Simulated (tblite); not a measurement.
Species: C7H8ClN.
InChI=1S/C7H8ClN/c8-6-3-5-1-2-7(5,6)4-9/h5-6H,1-3H2/t5-,6-,7+/m1/s1

Calculated harmonic vibrations of the isolated species, GFN2-xTB (tblite), most abundant isotopes, no scaling. Against measured fundamentals such values can be off by several per cent, at times by over 20.

Harmonic wavenumbers (cm⁻¹): 51.7, 105.7, 144.5, 232.5, 244.8, 314.4, 399.4, 515.2, 522.2, 586.0, 662.6, 703.0, 790.5, 874.0, 899.9, 912.7, 983.0, 992.9, 1039.3, 1067.3, 1076.1, 1088.5, 1104.4, 1135.9, 1161.8, 1184.0, 1198.0, 1204.1, 1238.8, 1246.0, 1260.1, 1280.8, 1293.4, 1451.7, 1462.2, 1479.5, 2392.8, 2956.5, 3003.0, 3005.7, 3014.7, 3018.8, 3020.8, 3029.6, 3032.2.

A = 1996, B = 1327, C = 936.0 MHz; mass 141.035 u (most abundant isotopes); point group C1, symmetry number 1.

Task: Zero-point energy?

Result: Half the sum of the wavenumbers: 29190 cm⁻¹ = 349.19 kJ/mol.

Task: Entropy at 400 K, 1 bar (ideal gas, RRHO, classical rotation)?

Result: Translation 176.69, rotation 126.05, vibration 122.65: S = 425.4 J/(mol K).

Task: And Cp and H(400 K) − H(0)?

Result: Cp = 176.59 J/(mol K), of which vibrations give 143.33 (their classical limit is 45 R = 374.2); H(400 K) − H(0) = 39.99 kJ/mol without the zero-point energy, 26.68 from vibrations.

Task: How do the functions run with temperature in this model?

Result: 
| T (K) | S (J/(mol K)) | Cp (J/(mol K)) | H − H(0) (kJ/mol) | G − H(0) (kJ/mol) | ln q(vib) |
| --- | --- | --- | --- | --- | --- |
| 150 | 309.0 | 79.8 | 8.34 | -38.01 | 1.99 |
| 250 | 357.7 | 115.5 | 18.03 | -71.40 | 3.82 |
| 298.15 | 379.8 | 135.3 | 24.07 | -89.15 | 4.73 |
| 600 | 509.7 | 239.4 | 82.02 | -223.82 | 10.83 |
| 900 | 618.7 | 296.6 | 163.23 | -393.61 | 16.95 |

q(vib) and H(0) count from the zero-point level.

Task: Blend soft modes into free rotors: weight 1/[1 + (100 cm⁻¹/ν̃)⁴] for the oscillator and the rest for a rotor with moment μB/(μ + B), μ = h/(8π²ν), B = 10⁻⁴⁴ kg m². What vibrational entropy results?

Result: 114.72 J/(mol K) in place of 122.65, which changes −T·S at 400 K by +3.17 kJ/mol.

Task: What must be added to the electronic energy to get the Gibbs energy at 400 K and 1 bar?

Result: ZPE + [H(400 K) − H(0)] − T·S = 349.19 + 39.99 − 170.15 = 219.03 kJ/mol.

Hindered rotation and anharmonicity are outside this model. The structure is chiral; the term R ln 2 for an equal mix with its mirror image is left out.
